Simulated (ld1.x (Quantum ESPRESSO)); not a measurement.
## Ranking TM semilocal potentials for Au

All share these settings but for the change named:

ld1.x (Quantum ESPRESSO) 7.5 input, shortened:

```
&input
   title='Au', zed=79., rel=1, dft='PZ', iswitch=3,
   config='[Xe] 4f14 5d10 5f-2 6s0.5 6p0'
 /
 &inputp
   pseudotype=1, tm=.true., lloc=2,
   nlcc=.true.
 /
4
6S  1  0   0.50   0.00  1.80  1.80  0.0
5P  2  1   6.00   0.00  1.20  1.20  0.0
5F  4  3  -2.00   0.05  1.60  1.60  0.0
5D  3  2  10.00   0.00  1.40  1.40  0.0
 &test
   configts(1)='5p6 5d10 6s0.5 6p0'
 /
```

Cutoff: the first of the cutoffs (Ry, on a coarse ladder) from which the occupation-weighted sum of valence levels, in a spherical-Bessel basis at the reference potential, stays within 10 and 1 mRy of its value at 400 Ry; the density cutoff is not measured.

The base gives 140 Ry.

Of 7 variants that were run, those that failed, showed a ghost or another fault, or gave nearly equal values are left out.

A variant can come out equal or close to the base.

(1) Rank these variants from softest to hardest (loose cutoff).
A. wave 5p (bound): rc 1.20 bohr becomes 5p (bound): rc 1.36 bohr
B. wave 5f channel at 0.05 Ry: rc 1.60 bohr becomes 5f channel at 3.42 Ry: rc 1.60 bohr
C. all radii but the core radius scaled by about 1.35 (s 2.42, p 1.62, d 1.88, f 2.16 bohr)

## Answers

(1) C (50 Ry), A (100 Ry), B (140 Ry).
